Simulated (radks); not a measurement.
Problem. Hf I, 72 electrons, occupied as [Xe] 4f14 5d2 6s2. Method: scalar-relativistic Kohn-Sham, SOGGA, spin-unpolarised, spherical densities, finite nucleus; Fermi nuclear charge, rms radius 5.347 fm; computed with a radial shooting solver on a logarithmic mesh with Libxc functionals. Some entries of the table are withheld. Estimate them.

| orbital | occ. | eigenvalue (hartree) | <r^2> (bohr^2) | r(max) (bohr) |
|---|---|---|---|---|
| 1s | 2 | -2397.539 | 0.0004954 | 0.01191 |
| 2s | 2 | -410.0555 | 0.007646 | (1) |
| 2p | 6 | (2) | (3) | 0.05568 |
| 3s | 2 | -93.42158 | 0.04981 | 0.1922 |
| 3p | 6 | -78.51654 | 0.05043 | 0.1898 |
| 3d | 10 | -60.84094 | 0.04188 | 0.1546 |
| 4s | 2 | -18.80788 | 0.2477 | 0.4375 |
| 4p | 6 | -13.91572 | (4) | 0.4583 |
| 4d | 10 | -7.58704 | 0.3325 | 0.4710 |
| 5s | 2 | -2.45972 | 1.450 | 1.015 |
| 5p | 6 | -1.30525 | (5) | 1.159 |
| 4f | 14 | -0.61656 | 0.5956 | 0.4544 |
| 6s | 2 | -0.18541 | 13.52 | 2.905 |
| 5d | 2 | -0.09659 | 7.905 | 1.690 |

Solution. 
(1) 2s r(max) (bohr): 0.06809
(2) 2p eigenvalue (hartree): -360.1860
(3) 2p <r^2> (bohr^2): 0.006286
(4) 4p <r^2> (bohr^2): 0.2820
(5) 5p <r^2> (bohr^2): 2.050
